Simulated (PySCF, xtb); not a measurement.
Si(Cl)(OH)2(NH2) (ClH4NO2Si), SMILES N[Si](O)(O)Cl.

GFN2-xTB (xtb 6.7.1) at its own geometry gives an orbital gap of 8.06 eV and a dipole moment of 2.33 D.

Geometry: PBE0-D3(BJ)/def2-SVP. Other conformers were not sampled.

Q: What does PBE/def2-TZVP in PySCF give? (An estimate is asked for; the answer gives what the named calculation found.)

A: gap 6.15 eV (levels -6.53 and -0.38 eV), dipole 1.50 D.
